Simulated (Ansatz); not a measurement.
Molecule: sum formula H₇Si₃O₂ (charge 0, doublet). It need not be the lowest isomer of its formula. SMILES: [SiH2]O[SiH2]O[SiH3]
Geometry from a B3LYP-D3(BJ)/def2-TZVP (Ansatz, a quantum-chemistry and plane-wave program) optimisation:
```
O
Si 1 1.6298
O 2 1.6341 1 110.83
Si 1 1.6397 2 148.47 3 48.91
Si 3 1.6427 2 149.05 1 -1.21
H 2 1.4734 1 107.96 4 167.75
H 2 1.4762 6 111.81 1 -120.56
H 4 1.4775 1 108.43 2 -166.77
H 4 1.4807 8 109.76 1 120.20
H 4 1.4817 8 109.80 9 119.98
H 5 1.4873 3 107.74 2 167.32
H 5 1.4905 11 110.32 3 119.82
```
Charge 0, spin multiplicity 2.

Quantity: atomisation energy (electronic, to ground-state atoms), in kcal/mol. Valence correlation only, unless marked. UHF or UKS for open shells. Spin-orbit coupling is left out. Non-relativistic. The coupled-cluster limit lacks core correlation, which all-electron functionals hold. CBS marks a two-point X^-3 extrapolation of the correlation energy; Hartree-Fock from the larger set.

| level | program | atomisation energy (kcal/mol) |
|---|---|---|
| PBE-D3(BJ)/def2-TZVPD | Ansatz + dftd3 | 966.9 |
| r2SCAN-D3(BJ)/def2-TZVPD | Ansatz + dftd3 | 978.3 |
| r2SCAN-D4/def2-TZVPD | Ansatz + dftd4 | 978.1 |
| B97M-V/def2-TZVPD | Ansatz | 978.0 |

Question: What does CCSD(T)/CBS(cc-pV(T+d)Z,cc-pV(Q+d)Z) (Ansatz) give?

Answer: 984.2 kcal/mol, so B97M-V/def2-TZVPD differs from it by -6.2 kcal/mol.
